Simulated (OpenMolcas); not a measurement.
3d⁴ along the 22-electron sequence

```json
{"Program": "OpenMolcas", "Method": "SS-CASPT2, IPEA 0.25 Eh, imaginary shift 0.1 Eh", "Basis": "ANO-RCC-VTZP", "Scalar Hamiltonian": "DKH2, point nucleus", "Spin-orbit coupling": "RASSI with atomic mean-field integrals over the reference wave functions, term energies averaged over their components"}
```

Active space for each ion: 4 electrons in 5 orbitals (3d); closed shells correlated by CASPT2: 3s 3p.

Computed levels in cm-1 above ⁵D₀:

```
                               Level   Fe4+   Co5+   Ni6+   Cu7+
                                 ⁵D₁    154    221    294    397
                                 ⁵D₂    452    644    851   1136
                                 ⁵D₃    876   1241   1625   2150
                                 ⁵D₄   1411   1984   2580   3380
                              ³P₀(1)  24910  28760  30720  33420
                                 ³H₄  25770  29940  32460  35710
                              ³P₁(1)  25840  30090  32480  35770
                                 ³H₅  26120  30450  33140  36650
                                 ³H₆  26490  30980  33850  37590
weight of ⁵D in the lowest level (%)    100    100     99     99
```

Measured, with the error of the calculation in %. Measured levels: Fe4+ from Corliss and Sugar, J. Phys. Chem. Ref. Data 11, 135 (1982); Co5+ from Sugar and Corliss, J. Phys. Chem. Ref. Data 10, 1097 (1981); Ni6+ from Corliss and Sugar, J. Phys. Chem. Ref. Data 10, 197 (1981).

```csv
Level,Fe4+,Co5+,Ni6+
⁵D₁,142 (+8.5),204 (+8.4),279 (+5.5)
⁵D₂,417 (+8.3),589 (+9.4),804 (+5.8)
⁵D₃,803 (+9.1),1125 (+10.4),1520 (+6.9)
⁵D₄,1283 (+10.0),1782 (+11.4),2392 (+7.7)
³P₀(1),24055 (+3.5),27166 (+5.9),30077 (+2.1)
³H₄,24932 (+3.4),28377 (+5.5),31672 (+2.5)
³P₁(1),24973 (+3.5),28462 (+5.7),31836 (+2.0)
³H₅,25226 (+3.5),28806 (+5.7),32286 (+2.6)
³H₆,25528 (+3.8),29234 (+6.0),32877 (+3.0)
```

The fine-structure level ⁵D₄ changes by a factor of 2.4 from Fe4+ to Cu7+. Its fourth root runs 6.13, 6.67, 7.13, 7.62, with steps per unit of Z of 0.55, 0.45, 0.50; equal steps would mean a (Z - σ)^4 law with constant σ.

³P₀(1) changes by a factor of 1.34 over the same range, with steps per unit of Z of +3850, +1960, +2700 cm-1.

CASPT2 does not keep the components of a term degenerate, so their means are used; among the terms shown or strongly mixed into the levels shown the widest spread is 55 cm-1 (3d⁴ ³H, Fe4+). Terms from blocks run as CI alone lack orbitals of their own. Computed and measured levels are paired by configuration, term and J; levels that our copy of the source lacks, or whose pairing is in doubt (as where it misses far off the trend of its configuration), stay unpaired and out of the deviations. Levels of configurations outside the active space are missing.

A number in round brackets counts repeated terms of one configuration in the order of the reference energies.
